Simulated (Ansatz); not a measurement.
A run on `C[O][Sb]([F])[F]` with other settings.

```yaml
crystal:
  periodic: [false, false, false]
  atoms:
    - {symbol: C, position_ang: [-0.360568, -0.642329, 0.798109]}
    - {symbol: O, position_ang: [0.855497, -0.673628, 0.064541]}
    - {symbol: Sb, position_ang: [1.269419, 0.579163, -1.323995]}
    - {symbol: F, position_ang: [-0.405696, 0.476790, -2.221665]}
    - {symbol: F, position_ang: [0.757192, 2.144478, -0.370208]}
    - {symbol: H, position_ang: [-0.469504, 0.298139, 1.344772]}
    - {symbol: H, position_ang: [-0.330167, -1.467009, 1.512232]}
    - {symbol: H, position_ang: [-1.224072, -0.772703, 0.140415]}
basis:
  gaussian: {orbitals: def2-TZVPP, nuclear_model: gaussian}
hamiltonian: {xc: {name: r2SCAN0}, dispersion: d3bjatm}
output: {forces: true}
```

```sh
$ ansatz run in.yaml --threads 4 --pin off --events-out ev --progress --plain --max-ram 10444MiB
```

It prints (some lines left out):

```
Functional definition: r2SCAN0
1261 factors; their error is unknown
mean field evaluation 1: about -15098.5384 eV, gradient 6.9e1 eV
mean field evaluation 2: about -15081.7745 eV, gradient 1.2e2 eV
mean field evaluation 4: about -15106.6579 eV, gradient 8.0e0 eV
mean field evaluation 8: about -15106.7618 eV, gradient 2.6e-1 eV
mean field evaluation 16: about -15106.9483 eV, gradient 1.7e-3 eV
mean field -15106.94825069 eV, -555.1701083557 hartree, gradient 1.2e-5 eV, S^2 0.000000; 0 other end points of the search recorded, 0 dependent functions left out
reference -15106.94825994 eV, -555.1701086953 hartree; 29, 29 occupied and 187, 187 virtual orbitals, 1261 factors
Total energy: -15106.99720587 eV, -555.1719074252 hartree
Atom 0 at    -0.360568    -0.642329     0.798109 Å, force    -0.097749     0.000366     0.061689 eV/Å
Atom 1 at     0.855497    -0.673628     0.064541 Å, force    -0.050135     0.228533    -0.176217 eV/Å
Atom 2 at     1.269419     0.579163    -1.323995 Å, force    -0.396338     0.057751     0.198158 eV/Å
Atom 3 at    -0.405696     0.476790    -2.221665 Å, force     0.294670     0.020378     0.216056 eV/Å
Atom 4 at     0.757192     2.144478    -0.370208 Å, force     0.055674    -0.321980    -0.164727 eV/Å
Atom 5 at    -0.469504     0.298139     1.344772 Å, force     0.033706    -0.156694    -0.102261 eV/Å
Atom 6 at    -0.330167    -1.467009     1.512232 Å, force    -0.000056     0.148946    -0.132265 eV/Å
Atom 7 at    -1.224072    -0.772703     0.140415 Å, force     0.160229     0.022699     0.099568 eV/Å
Dipole moment:     0.373216    -0.221582    -0.035452 e Å
```

Hardware: 4 threads of an Arm Neoverse V1 on a shared host. Wall time 6 s, peak host memory 0.58 GiB.
